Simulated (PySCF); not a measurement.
## Ionisation energy of Sm⁺ by level of theory

Sm⁺ [Xe] 4f6 6s1 (8F) → Sm²⁺ [Xe] 4f6 (7F), as a difference of total energies. All numbers are calculated (PySCF 2.14, scalar relativity by spin-free X2C-1e, in ANO-RCC-VQZP). Correlated levels: valence: [Kr] 4d10 frozen; valence and next inner shell: [Ar] 3d10 frozen. The calculations carry no spin-orbit coupling.

```csv
method,ionisation energy (eV),plus first-order spin-orbit estimate,difference from reference of that sum (eV)
UHF,10.311,10.299,-0.779
LDA,11.552,11.540,+0.462
PBE,11.367,11.355,+0.277
PBE0,11.141,11.129,+0.051
r2SCAN,11.108,11.096,+0.018
MP2 (valence),11.078,11.066,-0.012
SCS-MP2 (valence),10.860,10.848,-0.230
MP2 (valence and next inner shell),11.150,11.138,+0.060
SCS-MP2 (valence and next inner shell),10.933,10.920,-0.158
```

Reference: 11.078 ± 0.02 eV (semi-empirical (NIST evaluation); NIST Atomic Spectra Database, ionization energies).

A first-order spin-orbit estimate (lowest level to lowest level, LS coupling) adds -0.012 eV.
